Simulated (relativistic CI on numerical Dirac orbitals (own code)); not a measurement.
Fe⁴⁺ (3d4) in a crystal field

Calculated by Dirac-Coulomb-Breit CI, KLI orbitals optimised for each configuration, model QED, valence Slater integrals scaled by 0.75, one configuration in a parametric crystal field (own radial code).

Field parameters in Wybourne normalisation: Td as Oh with Dq negative (B⁴₀ = 21Dq, B⁴₄ = √(5/14) B⁴₀). The field is a parameter set, without covalency.

S is read from ⟨S²⟩ = S(S + 1).

Levels (cm⁻¹, degeneracy): 0 (1), 1442 (1), 1480 (3), 1535 (3), 1889 (2), 1919 (3), 2165 (3), 6917 (1), 6927 (3), 7186 (2), 7236 (3), 12156 (1).

Problem. Which field gives this pattern?
A. Td, 10Dq = -16200 cm⁻¹
B. Td, 10Dq = -6050 cm⁻¹
C. Td, 10Dq = -17600 cm⁻¹
D. Td, 10Dq = -14600 cm⁻¹

Solution. C. Td, 10Dq = -17600 cm⁻¹, ground level with S = 0.12.
